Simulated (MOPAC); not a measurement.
A run for MOPAC: PM6 on BeSi+, 2S+1 = 2, a spin state set in the input, which need not be the lowest, a point of a bond scan (R = 2.233 Å). Charge +1.

```
PM6 1SCF PRECISE CHARGE=1 UHF MS=0.5 THREADS=1
BeSi

Be     0.00000000 1     0.00000000 1     0.00000000 1
Si     0.00000000 1     0.00000000 1     2.23252200 1
```

Output:

```
*******************************************************************************
 **                                                                           **
 **                              MOPAC v23.2.5                                **
 **                                                                           **
 *******************************************************************************
 ** MOPAC's Digital Object Identifier: https://doi.org/10.5281/zenodo.6511958 **
 **                                                                           **
 ** Please cite the open-source release paper for use of this MOPAC version:  **
 ** J. E. Moussa and J. J. P. Stewart (2026)                                  **
 ** MOPAC: An open-source semiempirical molecular orbital program             **
 ** J. Open Source Softw., 11(119), 8025, https://doi.org/10.21105/joss.08025 **
 *******************************************************************************

                              PM6 CALCULATION RESULTS

 *******************************************************************************
 *  PM6        - The PM6 Hamiltonian to be used
 *  UHF        - UNRESTRICTED HARTREE-FOCK CALCULATION
 *
 *
 *
 *                 CHARGE ON SYSTEM = +1
 *
 *
 *
 *  MS=        - IN MECI, MAGNETIC COMPONENT OF SPIN =  0.5
 *  PRECISE    - TIGHTER CRITERIA TO BE USED
 *  1SCF       - DO 1 SCF AND THEN STOP
 *  THREADS=1  - MULTI-THREADING NOT USED
 *  T=         - A TIME OF 172800.0 SECONDS REQUESTED
 *  DUMP=N     - RESTART FILE WRITTEN EVERY 7200.0 SECONDS REQUESTED
 *******************************************************************************
PM6 1SCF PRECISE CHARGE=1 UHF MS=0.5 THREADS=1
 BeSi

   ATOM   CHEMICAL          X               Y               Z
  NUMBER   SYMBOL      (ANGSTROMS)     (ANGSTROMS)     (ANGSTROMS)

     1      Be          0.00000000  *   0.00000000  *   0.00000000  *
     2      Si          0.00000000  *   0.00000000  *   2.23252200  *



          CARTESIAN COORDINATES

    NO.       ATOM           X           Y           Z

     1        Be          0.0000      0.0000      0.0000
     2        Si          0.0000      0.0000      2.2325

 General Reference for PM6:
 "Optimization of Parameters for Semiempirical Methods V: Modification of NDDO Approximations
 and Application to 70 Elements", J. J. P. Stewart, J. Mol. Mod., 13, 1173-1213 (2007)
 URL: https://link.springer.com/article/10.1007/s00894-007-0233-4

           Empirical Formula: Be Si  =     2 atoms



      MOLECULAR POINT GROUP   :   C*v


          UHF CALCULATION, NO. OF ALPHA ELECTRONS =    3
                           NO. OF BETA  ELECTRONS =    2

 -------------------------------------------------------------------------------
 PM6 1SCF PRECISE CHARGE=1 UHF MS=0.5 THREADS=1
 BeSi



     1SCF WAS SPECIFIED, SO BFGS WAS NOT USED
     SCF FIELD WAS ACHIEVED


                              PM6 CALCULATION
                                                       MOPAC v23.2.5 Linux




          FINAL HEAT OF FORMATION =        356.74681 KCAL/MOL =    1492.62864 KJ/MOL


          COSMO AREA              =        100.51 SQUARE ANGSTROMS
          COSMO VOLUME            =         89.39 CUBIC ANGSTROMS

          IONIZATION POTENTIAL    =         11.291145 EV
          ALPHA SOMO LUMO (EV)    =        -11.291 -6.731
          BETA  SOMO LUMO (EV)    =        -13.094 -6.517
          NO. OF ALPHA ELECTRONS  =          3
          NO. OF BETA  ELECTRONS  =          2
          MOLECULAR WEIGHT        =         37.0977         POINT GROUP:  C*v

          MOLECULAR DIMENSIONS (Angstroms)

            Atom       Atom       Distance
           Si     2   Be     1     2.23252
           Si     2   Be     1     0.00000
           Be     1   Si     2     0.00000


          SCF CALCULATIONS        =          1





   ATOM   CHEMICAL          X               Y               Z
  NUMBER   SYMBOL      (ANGSTROMS)     (ANGSTROMS)     (ANGSTROMS)

     1      Be          0.00000000  *   0.00000000  *   0.00000000  *
     2      Si          0.00000000  *   0.00000000  *   2.23252200  *

                             CARTESIAN COORDINATES

   1   Be        0.000000000     0.000000000     0.000000000
   2   Si        0.000000000     0.000000000     2.232522000


           Empirical Formula: Be Si  =     2 atoms



      MOLECULAR POINT GROUP   :   C*v


          ALPHA EIGENVALUES
 -19.62422 -13.45908 -11.29115  -6.73146  -6.11661  -3.75549  -3.73630  -3.43237
  -2.84951  -2.84896  -2.30557  -2.23422  -1.85459


           BETA EIGENVALUES
 -18.38903 -13.09403  -6.51690  -6.26216  -6.14195  -3.67658  -3.49865  -3.39767
  -2.52417  -2.51324  -2.26560  -2.05566  -1.71113


              NET ATOMIC CHARGES AND DIPOLE CONTRIBUTIONS

  ATOM NO.   TYPE          CHARGE      No. of ELECS.   s-Pop       p-Pop       d-Pop
    1         Be           0.381120        1.6189     1.43701     0.18187
    2         Si           0.618880        3.3811     1.92646     1.41304     0.04162
 DIPOLE           X         Y         Z       TOTAL
 POINT-CHG.     0.000     0.000    -1.482     1.482
 HYBRID         0.000     0.000    -1.968     1.968
 SUM            0.000     0.000    -3.450     3.450


          ATOMIC ORBITAL ELECTRON POPULATIONS

     Atom    s        px        py        pz      x^2-y^2     xz        z^2       yz        xy
    1 Be   1.43701   0.04542   0.00000   0.13645
    2 Si   1.92646   0.94966   0.00000   0.46338   0.00006   0.00492   0.03664   0.00000   0.00000


                    (SZ)    =    0.500000
                    (S**2)  =    0.772226


          ATOMIC ORBITAL SPIN POPULATIONS

    Atom   Total    s     px     py     pz   x^2-y^2  xz     z^2    yz     xy
         Atomic
    1 Be -0.0452 -0.108  0.045  0.000  0.018
    2 Si  1.0452  0.010  0.950  0.000  0.075  0.000  0.005  0.005  0.000  0.000

 **********************
 *                    *
 * JOB ENDED NORMALLY *
 *                    *
 **********************




 == MOPAC DONE ==
```

The run finished.

Cost: very roughly 0.020 core-seconds.
